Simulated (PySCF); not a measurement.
# C₆ coefficients of unlike pairs at PBE

Calculated with PySCF 2.14 from the dipole response of each species, C₆(A,B) = (3/π) ∫ α_A(iu) α_B(iu) du, in atomic units, from isotropic polarisabilities. For ions this is the dispersion term alone; charge-induced terms of lower order in 1/R come first.

```tsv
species	configuration	basis	relativity	α (bohr³)	C₆ (like pair)
Te	[Kr] 4d10 5s2 5p4 (3P)	aug-cc-pVTZ-PP with ECP28MDF (6s5p4d2f)	core potential	41.16	449.6
B	[He] 2s2 2p1 (2P)	aug-cc-pVQZ-DK (6s5p4d3f2g)	spin-free X2C	23.77	116.6
La²⁺	[Xe] 5d1 (2D)	def2-TZVPPD with the def2 core potential (46 electrons) (6s5p3d2f1g)	core potential	18.72	127.8
S⁺	[Ne] 3s2 3p3 (4S)	def2-TZVPPD (6s6p4d1f)	none	10.99	54.15
```

**Question.** Estimate C₆ for B with Te.

**Answer.** The integral gives 227.3. The combination rule 2 C_A C_B / (C_A α_B/α_A + C_B α_A/α_B) gives 227.2 and the geometric mean 229.0.

No spin-orbit coupling is included.

The other pairs:

```tsv
pair	C₆
S⁺, La²⁺	82.89
S⁺, Te	152.2
S⁺, B	74.83
La²⁺, B	115.5
La²⁺, Te	234.0
```
